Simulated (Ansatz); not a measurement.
Consider the substitution at a C–Zn bond: `C[CH](C)[Zn][F]` + `[OH][InH][F]` → `CC(C)[O][InH][F]` + `[F][ZnH]`.

Program: Ansatz. Geometries: PBE0-D4/def2-TZVP. ΔE: electronic, gas phase. CCSD(T)/CBS adds triple-zeta CCSD(T) − MP2 to the extrapolated MP2 energy (def2 sets, frozen cores). Functionals use def2-TZVPP. B3LYP here is the variant with VWN-RPA as its local correlation; programs differ in this. def2 core potentials past Kr. For In, Zn outer-core shells are correlated without core-valence functions, which leaves a few kJ/mol of doubt a bond. Scalar relativity is left out up to krypton. Each species was taken in one conformer, which may not be the lowest.

Question: Is it downhill or uphill in electronic energy at CCSD(T)/CBS, and by how much? (An estimate is asked.)

Answer: Ansatz gave: Uphill: ΔE = +0.34 eV.

Question: What do these levels give: r2SCAN-D4, PBE0-D4, B3LYP-D4, ωB97M-V, B2PLYP, PBE0, B3LYP, SCS-MP2/def2-TZVPP, CCSD/def2-TZVPP, CCSD(T)/def2-TZVPP, HF/def2-QZVPP, MP2/def2-QZVPP? (Estimate.)

Answer: Computed: r2SCAN-D4 0.31, PBE0-D4 0.33, B3LYP-D4 0.30, ωB97M-V 0.29, B2PLYP 0.37, PBE0 0.38, B3LYP 0.37, SCS-MP2/def2-TZVPP 0.36, CCSD/def2-TZVPP 0.30, CCSD(T)/def2-TZVPP 0.31, HF/def2-QZVPP 0.17, MP2/def2-QZVPP 0.44 eV.

Largest T1 diagnostic among the species: 0.018.

The D4 term adds −0.07 eV with B3LYP and −0.04 eV with PBE0; it sums over pairs of atoms, weighted by their polarisabilities, and B3LYP, whose exchange is more repulsive, gets the larger term. In def2-TZVPP, CCSD(T) changes the Hartree–Fock value by +0.14 eV (the triples alone add +0.01 eV) and MP2 by +0.25 eV.
